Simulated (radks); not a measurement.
The numbers below are computed, except where a source is named.
Question: Valence configurations of Tl+. Level of theory: scalar-relativistic Kohn-Sham, r2SCAN, spin-polarised, spherical densities, finite nucleus; open shells are filled with parallel spins first (spin-orbit coupling, left out, can overturn this in heavy ions); meta-GGA in the generalised Kohn-Sham scheme; Fermi nuclear charge, rms radius 5.4759 fm (a radial shooting solver on a logarithmic mesh with Libxc functionals). Order these by energy: [Xe] 4f14 5d10 6s1 6p1; [Xe] 4f14 5d10 6s1.5 6p0.5; [Xe] 4f14 5d9 6s2 6p1; [Xe] 4f13.5 5d10 6s2 6p0.5; [Xe] 4f11.5 5d10 6s2 6p2.5; [Xe] 4f12.5 5d10 6s1 6p2.5; [Hg]; [Xe] 4f13 5d10 6s2 6p1.

Answer: From the lowest, in eV above it: [Hg] 0.000; [Xe] 4f14 5d10 6s1.5 6p0.5 4.043; [Xe] 4f14 5d10 6s1 6p1 7.479; [Xe] 4f14 5d9 6s2 6p1 16.273; [Xe] 4f13.5 5d10 6s2 6p0.5 59.333; [Xe] 4f13 5d10 6s2 6p1 122.57; [Xe] 4f12.5 5d10 6s1 6p2.5 197.18; [Xe] 4f11.5 5d10 6s2 6p2.5 336.82. NIST lists [Hg] as the ground configuration; this level of theory agrees among the configurations tried. The energies are those of spherical high-spin densities, not of single terms.
